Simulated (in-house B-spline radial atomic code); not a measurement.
Functionals against NIST's ionisation energies along a row: Sc²⁺ to Zn²⁺

Ionisation energies as differences of self-consistent total energies from a B-spline radial code for spherical atoms: all electrons, radial basis limit, scalar-relativistic (one-electron X2C), spin-polarised at highest spin, spherical densities; exact exchange is averaged over the determinants of each configuration. No spin-orbit coupling, Breit or QED terms. NIST's values run from ground level to ground level, so in open shells the differences also hold multiplet and fine-structure energies that spherical high-spin averages miss. Columns give computed minus NIST, in eV; a star marks a semi-empirical value. Species are left out where the tabulated value is theory, is uncertain by more than 0.12 eV, or (13 ions, such as In⁴⁺, Te⁴⁺ and Bi⁴⁺) lies off its series for all methods alike, which flatters the means a little.

```
species  shell      NIST (eV)   RPBE   SCAN  r2SCAN  B3LYP  BHandHLYP
   Sc²⁺     3d          24.76  +0.28  -0.30   -0.26  +0.41      +0.15
   Ti²⁺     3d          27.49  +0.01  -0.25   -0.20  +0.07      -0.26
    V²⁺     3d          29.31  +0.50  +0.47   +0.51  +0.50      +0.13
   Cr²⁺     3d   30.96 ± 0.03  +1.03  +1.21   +1.24  +0.98      +0.59
   Mn²⁺     3d   33.67 ± 0.01  +0.39  +0.76   +0.80  +0.31      -0.08
   Fe²⁺     3d   30.65 ± 0.01  +0.42  -0.72   -0.68  +0.53      -0.15
   Co²⁺     3d  33.50 ± 0.06*  0.00  -0.69   -0.64  0.00      -0.77
   Ni²⁺     3d   35.19 ± 0.02  +0.61  +0.28   +0.32  +0.55      -0.24
   Cu²⁺     3d   36.84 ± 0.01  +1.16  +1.13   +1.16  +1.08      +0.28
   Zn²⁺     3d          39.72  +0.39  +0.66   +0.67  +0.31      -0.47
```

Q: How do the methods rank, and which species is hardest?

A: Mean absolute (signed) differences: BHandHLYP 0.31 (-0.08) eV; B3LYP 0.48 (+0.48) eV; RPBE 0.48 (+0.48) eV; SCAN 0.65 (+0.26) eV; r2SCAN 0.65 (+0.29) eV. For Cr²⁺, which loses a 3d electron, the nearest method is off by +0.59 eV, the largest such miss.
